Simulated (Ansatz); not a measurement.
Isolated molecules relaxed with PBE0-D4/def2-TZVP in Ansatz; ΔE leaves out vibrations. CCSD(T)/CBS adds triple-zeta CCSD(T) − MP2 to the extrapolated MP2 energy (def2 sets, frozen cores). This one scheme is used for every species. Functionals use def2-TZVPP. B3LYP here is the variant with VWN-RPA as its local correlation; programs differ in this. Elements past krypton have def2 core potentials. For I outer-core shells are correlated without core-valence functions, which leaves a few kJ/mol of doubt a bond. Each species was taken in one conformer, which may not be the lowest.

`C[SiH2][SiH](O)F` + HI → `O[SiH](F)[SiH2]I` + CH₄  (ligand exchange at the Si–C bond)

Is it downhill or uphill in electronic energy at CCSD(T)/CBS, and by how much? (Estimate.)

Ansatz gave: Downhill: ΔE = -1.05 eV.

What do these levels give: ωB97X-V, ωB97M-V, B2PLYP, PBE-QIDH, r2SCAN, B3LYP, CAM-B3LYP, LC-ωPBE, CCSD/def2-SVP, HF/def2-TZVPP, MP2/def2-TZVPP, SCS-MP2/def2-QZVPP? (Estimate.)

Ansatz gave: ωB97X-V -0.98, ωB97M-V -0.99, B2PLYP -1.00, PBE-QIDH -1.04, r2SCAN -1.04, B3LYP -0.97, CAM-B3LYP -0.92, LC-ωPBE -0.95, CCSD/def2-SVP -0.90, HF/def2-TZVPP -1.00, MP2/def2-TZVPP -1.05, SCS-MP2/def2-QZVPP -1.06 eV.

What do rigid-rotor, harmonic-oscillator terms from PBE0-D4/def2-TZVP frequencies (298.15 K, 1 bar) make of the CCSD(T)/CBS value? (Estimate.)

The calculation gave: ΔZPE = +0.11 eV, ΔH = -0.95 eV, ΔS = -12 J/(mol·K), ΔG = -0.91 eV. Modes under 50 cm⁻¹ make the entropy rough.

Largest T1 diagnostic among the species: 0.012.

The D4 term adds −0.05 eV with B3LYP and −0.03 eV with PBE0; it sums over pairs of atoms, weighted by their polarisabilities, and B3LYP, whose exchange is more repulsive, gets the larger term. Leaving LDA and LC-ωPBE aside and taking each functional with its dispersion term where it has one, the values, not all of them listed here, spread over 0.11 eV, from BHLYP-D4 to CAM-B3LYP-D4. LDA lies +0.03 eV from PBE without D4.
